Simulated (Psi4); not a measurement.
Torsional profile of SMILES B[SiH2]C#N. Scanned: dihedral H5–B1–Si2–C3; all other coordinates were relaxed at GFN2-xTB. Points at φ and −φ are mirror images.

Geometry of the scan point at 60° (Å):
```
8

B      1.4802     0.1079     0.2553
Si    -0.3039    -0.6118    -0.0966
C     -1.5671     0.5119     0.7184
N     -2.3185     1.2158     1.2219
H      1.8769     0.2352     1.3483
H      2.1950     0.4345    -0.6108
H     -0.7956    -0.6613    -1.4843
H     -0.6141    -1.9231     0.5002
```

Calculation: DF-MP2 (frozen core)/cc-pVTZ // GFN2-xTB in Psi4.

Scanned values (°): -165, -150, -135, -120, -105, -90, -75, -60, -45, -30, -15, 0, 15, 30, 45, 60, 75, 90, 105, 120, 135, 150, 165, 180.

### Question
Describe the profile: where are the wells and the tops?

### Answer
Lower than their neighbours: 0° (0.0 kcal/mol), 180° (0.0 kcal/mol). Higher than their neighbours: -90° (0.8 kcal/mol), 90° (0.8 kcal/mol). The whole profile spans 0.8 kcal/mol.
